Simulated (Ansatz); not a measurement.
`[OH][InH][B](Cl)Cl` + NH₃ → `[NH2][InH][OH]` + `ClBCl`  (cleavage of the In–B bond)

Computed with Ansatz on PBE0-D4/def2-TZVP structures; ΔE is electronic, products minus reactants. CBS: MP2 limit from def2 TZ/QZ plus the TZ coupled-cluster correction, frozen cores. This one scheme is used for every species. Functionals use def2-TZVPP. HSE06 is defined as in plane-wave codes. def2 core potentials past Kr. For In outer-core shells are correlated without core-valence functions, which leaves a few kJ/mol of doubt a bond. Each species was taken in one conformer, which may not be the lowest.

`[OH][InH][B](Cl)Cl`:

Cartesian coordinates in Å:
```
O 1.771 1.251 0.469
In 0.233 0.702 -0.679
B -1.018 -1.002 0.121
Cl -0.611 -2.663 -0.230
Cl -2.414 -0.702 1.127
H 1.855 0.738 1.275
H 0.184 1.676 -2.082
```

NH₃:

Cartesian coordinates in Å:
```
N 0.168 0.193 -0.119
H -0.634 -0.018 -0.701
H 0.654 -0.680 0.044
H -0.188 0.506 0.776
```

`[NH2][InH][OH]`:

Cartesian coordinates in Å:
```
N 1.301 -0.702 -0.326
In -0.111 0.623 0.184
O -1.822 -0.374 0.380
H 1.000 -1.590 -0.696
H 2.152 -0.403 -0.776
H 0.031 2.280 0.541
H -2.550 0.167 0.692
```

`ClBCl`:

Cartesian coordinates in Å:
```
Cl 1.146 -1.190 0.260
B -0.011 0.091 0.095
Cl -1.030 0.188 -1.304
H -0.105 0.910 0.949
```

| level | ΔE (eV) |
| --- | --- |
| r2SCANh-D4 | -0.16 |
| ωB97M-V | -0.18 |
| PBE-QIDH | -0.18 |
| PBE0 | -0.13 |
| HSE06 | -0.13 |
| MP2/def2-SVP | -0.28 |
| CCSD/def2-TZVPP | -0.21 |
| HF/def2-QZVPP | -0.35 |

What does CCSD(T)/CBS give? (Best estimate.)

The calculation gave: -0.19 eV. The listed levels differ from it by 0.03, 0.01, 0.01, 0.06, 0.06, -0.09, -0.02, -0.16 eV.

What do rigid-rotor, harmonic-oscillator terms from PBE0-D4/def2-TZVP frequencies (298.15 K, 1 bar) make of the CCSD(T)/CBS value? (An estimate is asked.)

The calculation gave: ΔZPE = -0.03 eV, ΔH = -0.26 eV, ΔS = -1 J/(mol·K), ΔG = -0.26 eV. Modes under 50 cm⁻¹ make the entropy rough.

Largest T1 diagnostic among the species: 0.016.

Leaving LDA and LC-ωPBE aside and taking each functional with its dispersion term where it has one, the values, not all of them listed here, spread over 0.17 eV, from CAM-B3LYP-D4 to PBE-D4. From PBE to PBE0 (25 % exact exchange), in def2-TZVPP and without D4, ΔE moves by −0.03 eV. The D4 term adds +0.05 eV with B3LYP and +0.03 eV with PBE0; it sums over pairs of atoms, weighted by their polarisabilities, and B3LYP, whose exchange is more repulsive, gets the larger term.

B3LYP here is the variant with VWN-RPA as its local correlation; programs differ in this.
